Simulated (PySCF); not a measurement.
## How methods differ on the excitation energy of Ta

Ta [Xe] 4f14 5d3 6s2 (4F) → Ta [Xe] 4f14 5d4 6s1 (6D), as a difference of total energies. Computed with PySCF 2.14 in aug-cc-pVDZ-PP with ECP60MDF (5s5p4d2f, 54 functions), with scalar relativity through the core potential. Correlated levels: valence: 5s2 5p6 frozen. The calculations carry no spin-orbit coupling.

```csv
method,excitation energy (eV)
UHF,0.212
LDA,0.511
PBE,0.368
PBE0,0.372
r2SCAN,0.152
r2SCANh,0.196
wB97X,1.736
PBEsol,0.269
BLYP,0.925
MP2 (valence),0.739
SCS-MP2 (valence),1.338
```

Task: How much does correlation contribute at MP2 (valence)?

Result: 0.739 − (0.212) = 0.527 eV, measured against UHF.
